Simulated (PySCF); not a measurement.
Species: C₇H₁₁ClSi₂.
Atom-mapped SMILES: `[CH2:1]=[CH:2][C:3]1=[CH:4][SiH2:5][CH2:6]/[C:7](=[CH:8]/[Cl:9])[SiH2:10]1`

Definitions: NICS(0) = −σiso at the ring centroid; NICS(1) = −σiso and NICS(1)zz = −σzz at ±1 Å along the ring normal z. Level: GIAO PBE0/pcSseg-1 (PySCF, non-relativistic, gas phase) on the GFN2-xTB geometry, one conformer.

Ring bond lengths (Å), with Mayer bond orders in brackets: C3–C4 1.346 (1.82), C4–Si5 1.875 (0.90), Si5–C6 1.907 (0.88), C6–C7 1.491 (1.03), C7–Si10 1.890 (0.83), Si10–C3 1.897 (0.82).

Give the NICS values of each ring in ppm.

```csv
ring,type,NICS(0),"NICS(1), two faces","NICS(1)zz, two faces",rms pucker (Å),"centre to ring atoms, mean (Å)"
C3–C4–Si5–C6–C7–Si10,"6-membered ring with 2 Si; formal bonds 1 double, 5 single",-0.3,-1.2 / -1.9,4.5 / 3.7,0.23,1.70
```

What can be read from them?

- C3–C4–Si5–C6–C7–Si10: mean NICS(1)zz 4.1 ppm, deshielded. Si5, C6, Si10 have four or more neighbours, and the NICS criterion for π rings isn't applied.

At the first NICS(1) probe listed for ring C3–C4–Si5–C6–C7–Si10, 1 Å off the ring, how large is the induced field along the normal in 1 T applied along it?

NICSzz × B0 = 4.5 ppm × 1 T = 4 μT, along the applied field.

How shielded are the nuclei of the rings and their hydrogens (means over atoms taken as equivalent)?

| atoms | environment | σ isotropic (ppm) |
| --- | --- | --- |
| C3 | fully substituted alkene carbon | 24.2 |
| C4 | alkene CH carbon | 37.4 |
| Si5 | SiH2 silicon | 401.5 |
| C6 | sp3 carbon bound to silicon | 163.7 |
| C7 | fully substituted alkene carbon | 46.2 |
| Si10 | SiH2 silicon | 420.8 |
| H on C4 | vinylic hydrogen | 24.71 |
| H on Si5 (×2) | Si–H hydrogen | 27.26 |
| H on C6 (×2) | methylene hydrogen | 29.72 |
| H on Si10 (×2) | Si–H hydrogen | 26.69 |
